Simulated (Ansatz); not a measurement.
C$_{8}$H$_{7}$F$_{3}$ (`FC(F)(F)Cc1ccccc1`), relaxed with RKS PBE-D4/def2-SVP in the Gaussian-basis code of Ansatz from a rough embedded geometry. The force threshold is 0.03 eV/Å; the program also tests the step.

Total charge 0; spin multiplicity 1.

Start:

```xyz
18

F    -0.387   -2.727    0.212
C    -0.207   -2.060    1.362
F    -1.413   -1.617    1.742
F     0.164   -2.976    2.275
C     0.815   -0.944    1.235
C     0.365    0.059    0.203
C     0.714   -0.106   -1.131
C     0.275    0.798   -2.082
C    -0.516    1.870   -1.709
C    -0.870    2.036   -0.381
C    -0.433    1.133    0.572
H     1.763   -1.404    0.954
H     0.914   -0.483    2.220
H     1.326   -0.945   -1.426
H     0.551    0.662   -3.117
H    -0.858    2.575   -2.452
H    -1.490    2.869   -0.085
H    -0.715    1.261    1.607
```

```
step  energy (eV)  largest force (eV/Å)  largest move (Å)
   1  -16530.9630                 0.800             0.000
   2  -16531.0885                 0.265             0.042
   3  -16531.0993                 0.084             0.019
   4  -16531.0996                 0.105             0.018
   5  -16531.0998                 0.010             0.006
```

End:

```xyz
18

F    -0.382   -2.776    0.228
C    -0.209   -2.101    1.389
F    -1.424   -1.647    1.780
F     0.209   -2.994    2.319
C     0.793   -0.966    1.236
C     0.369    0.056    0.207
C     0.718   -0.106   -1.147
C     0.280    0.813   -2.112
C    -0.519    1.903   -1.734
C    -0.880    2.067   -0.388
C    -0.441    1.148    0.575
H     1.763   -1.430    0.968
H     0.910   -0.506    2.237
H     1.342   -0.962   -1.447
H     0.568    0.677   -3.166
H    -0.861    2.626   -2.491
H    -1.506    2.920   -0.084
H    -0.729    1.278    1.630
```

Hardware: 4 threads of an AMD EPYC 7R13 on a shared host and a share of an NVIDIA H100 80 GB. Wall time 21 s, peak host memory 0.85 GiB.
